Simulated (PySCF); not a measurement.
Identify the unknown among the candidates.

All candidates are C6H9FO.

- 13C NMR: chemical shifts (computed TMS as zero) by class: 174.4 (1 C), 149.1 (1 C), 122.9 (1 C), 47.2 (1 C), 24.8 (2 C) ppm [GIAO PBE0/pcSseg-1]
- Rotational structure: rotational constants A, B, C: 2.561, 1.655, 1.629 GHz [GFN2-xTB]
- 1H NMR: chemical shifts (computed TMS as zero) by class: 6.42 (1 H), 5.63 (1 H), 5.56 (1 H), 1.43 (6 H) ppm [GIAO PBE0/pcSseg-1]
- Dipole: 3.15 D [wB97X-D/def2-SVPD]
- UV, first state: lowest singlet excitation: 5.91 eV (210 nm, f = 0.028) [TDDFT wB97X-D/def2-SVPD]
- Triplet: lowest triplet excitation (Tamm–Dancoff): 4.57 eV [TDA wB97X-D/def2-SVPD]

Gas-phase values; electronic properties from PySCF, density fitting. Levels stand in brackets. Geometry: GFN2-xTB, one conformer, isolated molecule. Each NMR value is the plain mean over a class of atoms that symmetry, rotation or inversion makes alike.

Question: Which candidate is it?
A. `CCC1(C(=O)F)CC1`
B. `C=CC(C)(C)C(=O)F`
C. `CC(C)=C(C)C(=O)F`
D. `O[C@@H]1[C@H]2CCC[C@@]12F`

Answer: B. It is `C=CC(C)(C)C(=O)F`. Numbering: `[CH2:1]=[CH:2][C:3]([CH3:4])([CH3:5])[C:6](=[O:7])[F:8]`. Its formula, C6H9FO, gives 2 degrees of unsaturation: 0 rings and 2 π bonds in the structure found. 6 carbons fall into 5 classes; from least to most shielded: acyl halide carbon [C6] (174.4 ppm), alkene CH carbon [C2] (149.1 ppm), terminal =CH2 carbon [C1] (122.9 ppm), sp3 carbon next to a carbonyl [C3] (47.2 ppm), methyl carbon [C4/C5] (24.8 ppm, 2 C, up to 5.7 ppm apart in this geometry). Hydrogen classes from least to most shielded: 1 H on an alkene CH carbon, C2 (6.42 ppm), 1 H on a terminal =CH2 carbon, C1 (5.63 ppm), 1 H on a terminal =CH2 carbon, C1 (5.56 ppm), 6 H on 2 methyl carbons, C4/C5 (1.43 ppm, a mean of values up to 1.1 ppm apart in this geometry). The optimised geometry has point group C1 and is an asymmetric top.

The others, at the same levels:
- `O[C@@H]1[C@H]2CCC[C@@]12F` fails: it has 6 carbon classes against 5; its computed 13C shifts are 91.7 (1 C), 59.3 (1 C), 34.1 (1 C), 31.4 (1 C), 29.4 (1 C), 24.6 (1 C) ppm, 1H shifts are 3.13 (1 H), 2.40 (1 H), 2.14 (1 H), 2.10 (1 H), 1.72 (1 H), 1.69 (1 H), 1.12 (1 H), 1.01 (1 H), 0.96 (1 H) ppm and rotational constant A is 3.247 GHz (against 2.561 GHz).
- `CC(C)=C(C)C(=O)F` fails: it has 6 carbon classes against 5; its computed 13C shifts are 177.6 (1 C), 165.3 (1 C), 122.8 (1 C), 30.8 (1 C), 29.4 (1 C), 16.5 (1 C) ppm, 1H shifts are 2.64 (3 H), 2.17 (3 H), 1.98 (3 H) ppm and rotational constant A is 3.062 GHz (against 2.561 GHz).
- `CCC1(C(=O)F)CC1` fails: its computed 13C shifts are 173.9 (1 C), 31.4 (1 C), 25.5 (1 C), 19.5 (2 C), 13.5 (1 C) ppm, 1H shifts are 1.56 (2 H), 1.47 (2 H), 1.20 (3 H), 0.85 (2 H) ppm and smallest rotational constant is 1.356 GHz (against 1.629 GHz).

Each candidate is one conformer, not necessarily the lowest. Dipoles, sizes and rotational constants follow the conformer. The torsions of the flexible species, by atom-mapped SMILES:
- `[CH2:1]=[CH:2][C:3]([CH3:4])([CH3:5])[C:6](=[O:7])[F:8]`: C1–C2–C3–C4 130°, C2–C3–C6–O7 113°
- `[CH3:1][C:2]([CH3:3])=[C:4]([CH3:5])[C:6](=[O:7])[F:8]`: C2–C4–C6–O7 3°
- `[CH3:1][CH2:2][C:3]1([C:4](=[O:5])[F:6])[CH2:7][CH2:8]1`: C1–C2–C3–C4 70°, C2–C3–C4–O5 4°

The conformers of `O[C@@H]1[C@H]2CCC[C@@]12F` aren't listed.
